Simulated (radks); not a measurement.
Initial-state core-level shifts of the lanthanum ion La+ when its valence configuration changes from [Xe] 5d2. All-electron calculation, non-relativistic Kohn-Sham, BLYP, spin-polarised, spherical densities, point nucleus; open shells are filled with parallel spins first (spin-orbit coupling, left out, can overturn this in heavy ions); relativity is left out, which matters for an element this heavy. Program: a radial shooting solver on a logarithmic mesh with Libxc functionals. Shifts are changes of the shell-averaged eigenvalues in eV (positive: less bound); the change of the density at the nucleus, which sets a Mossbauer isomer shift, is in e/bohr^3, on a base of 1.312e+05.

valence               3s       3d       4p      5s  density at nucleus
5d1 6s1           -2.521   -2.531   -2.487  -2.317               +7.93
5d1.5 6s0.5       -1.237   -1.242   -1.223  -1.147               +3.79
4f2              +13.935  +13.652  +12.350  +5.107              -12.03
4f1.5 6p0.5      +10.493  +10.249   +9.079  +2.906               -9.91
4f1 5d1           +8.507   +8.336   +7.443  +3.007               -7.38
4f0.5 6s1 6p0.5   +0.436   +0.329   -0.131  -2.285               +4.45
5d1.5 6p0.5       -1.698   -1.703   -1.683  -1.597               +0.55
5d1 6p1           -3.428   -3.438   -3.391  -3.194               +1.20
5d0.5 6s1 6p0.5   -4.303   -4.319   -4.243  -3.941               +8.98
